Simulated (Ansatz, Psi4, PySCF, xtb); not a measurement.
Pair of molecules: H2O (SMILES O) (first 3 atoms) with CH3F (SMILES CF); geometry from B3LYP-D3(BJ)/def2-TZVP, rigid monomers moved along the line of their centres of mass till H2···F5 is 1.80 Å.
(charge 0, multiplicity 1):
| atom | x (Å) | y (Å) | z (Å) |
|---|---|---|---|
| O | 0.0004 | 0.4835 | -0.1392 |
| H | 0.2093 | -0.1354 | 0.5728 |
| H | -0.4386 | -0.0408 | -0.8158 |
| C | -0.2244 | 0.6231 | 2.9396 |
| F | 0.2338 | -0.5515 | 2.3247 |
| H | -0.5301 | 1.3174 | 2.1587 |
| H | -1.0662 | 0.3633 | 3.5805 |
| H | 0.5922 | 1.0380 | 3.5292 |

Counterpoise-corrected where a basis set is named; no monomer relaxation. Rows marked so take none.

Correlated levels freeze the cores. CBS(a, b) extrapolates the correlation energy as X⁻³ and adds the Hartree–Fock energy of set b. Rows in 3-21G carry no dispersion term and start afresh at each structure.

Run with Ansatz (Gaussian orbitals); Psi4 for SAPT; PySCF for 3-21G rows, the dispersion terms; xtb for the GFN methods. Values without a source in brackets are computed.

| level | interaction energy (kcal/mol) |
|---|---|
| GFN2-xTB | -1.59 |
| PBE-D3(BJ)/def2-TZVPPD | -3.17 |
| r2SCAN/def2-TZVPPD | -3.38 |
| B3LYP/3-21G (no counterpoise) | -12.32 |
| B3LYP-D4/def2-TZVPPD | -3.12 |
| PBE0/def2-TZVPPD | [?] |
| SCS-MP2/aug-cc-pVDZ | [?] |
| MP2/CBS(aug-cc-pVDZ, aug-cc-pVTZ) + ΔCCSD(T)/aug-cc-pVDZ | -3.24 |
| SAPT0/jun-cc-pV(D+d)Z | -3.24 |

Some entries are withheld; supply them.


- PBE0/def2-TZVPPD, interaction energy (kcal/mol): -2.70
- SCS-MP2/aug-cc-pVDZ, interaction energy (kcal/mol): -1.86

Ansatz is a quantum-chemistry and plane-wave program.
